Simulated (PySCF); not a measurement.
Predicted microwave data (PBE0-D3(BJ)/def2-SVP geometry optimisation, gas phase (PySCF 2.14.0)) for one isomer of C6H14GaNO:

```
Rotational constants : A = 3015, B = 461.3, C = 442.6 MHz
Dipole components    : |μa| = 5.77 D, |μb| = 2.23 D, |μc| = 0.17 D
Inertial defect      : -121.49 u·Å²
κ                    : -0.99
```

Question: Which structure is it? (One computed conformer of each.)
A. `[CH3:1]/[N:2]=[CH:3]/[GaH2-:4][O+:5]1[CH2:6][CH2:7][CH2:8][CH2:9]1` with N2–C3–Ga4–O5 -175°, C3–Ga4–O5–C6 -148°, Ga4–O5–C6–C7 -102°, O5–C6–C7–C8 -15°, C6–C7–C8–C9 -8°, C7–C8–C9–O5 29°
B. `[CH3:1]/[N:2]=[CH:3]/[C@@H:4]1[CH2:5][CH2:6][O+:7]([GaH3-:8])[CH2:9]1` with N2–C3–C4–C5 106°, C3–C4–C5–C6 -88°, C4–C5–C6–O7 -40°, C5–C6–O7–Ga8 -104°, C6–O7–C9–C4 -9°

Answer: B. It is C/N=C/[C@@H]1CC[O+]([GaH3-])C1, a near-prolate asymmetric top, point group C1. The candidates at the same level (rigid rotor, commonest isotopes):

```csv
SMILES,A (MHz),B (MHz),C (MHz),μa (D),μb (D),μc (D),Δ (u·Å²),point group,rotor
C/N=[CH]/[GaH2-][O+]1CCCC1,2831,534.4,497.9,4.60,2.86,1.20,-109.26,C1,near-prolate asymmetric top
C/N=C/[C@@H]1CC[O+]([GaH3-])C1,3015,461.3,442.6,5.77,2.23,0.17,-121.49,C1,near-prolate asymmetric top
```

`C/N=[CH]/[GaH2-][O+]1CCCC1` has B 16 % too high. No structure here is proved a minimum.
